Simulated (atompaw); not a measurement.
**Pseudopotential generation for Hg: PAW (atompaw), LDA (PW92), scalar-relativistic.**

```json
{"Element": "mercury", "Generator": "atompaw 4.2.0.5", "Type": "PAW", "Functional": "LDA (PW92)", "Relativity": "scalar-relativistic", "Frozen core": "[Xe]", "Valence charge": "26", "Reference configuration": "4f14 5d10 6s2 6p0", "Partial waves": "6s (bound); 6s channel at 1.2 Ry; 6p (bound, empty); 6p channel at 2.15 Ry; 5d (bound); 5d channel at 1.7 Ry; 4f (bound); 4f channel at -3.9 Ry", "Local potential": "bessel scheme, radius 2.05 bohr", "Core correction": "smooth core density matched at 1.60 bohr", "Augmentation charge": "sinc compensation charge, radius 2.40 bohr; PAW radius 2.95 bohr; waves and projectors: bloechl"}
```

All-electron outer shells of the reference configuration (LDA (PW92), scalar-relativistic, ld1.x):

| shell | level (eV) | outermost node (bohr) | outermost maximum (bohr) |
| --- | --- | --- | --- |
| 5s | -118.56 | 0.47 | 0.82 |
| 4f | -96.33 | – | 0.37 |
| 5p | -66.76 | 0.51 | 0.92 |
| 5d | -10.07 | 0.55 | 1.17 |
| 6s | -7.13 | 1.08 | 2.21 |
| 6p | -1.18 | 1.27 | 3.26 |

Estimate the cutoffs (Ry, on a coarse ladder) from which the occupation-weighted sum of valence levels, in a spherical-Bessel basis at the reference potential, stays within 10 and 1 mRy of its value at 400 Ry.

35 Ry and 45 Ry.

What does a ghost test show?

No extra level below or beside the all-electron valence levels (s, p, d, f tested).

Is the overlap operator S = 1 + Σ q|β⟩⟨β| positive definite (Bessel basis up to 400 Ry)?

Yes: its lowest eigenvalue is 0.24 (f channel).
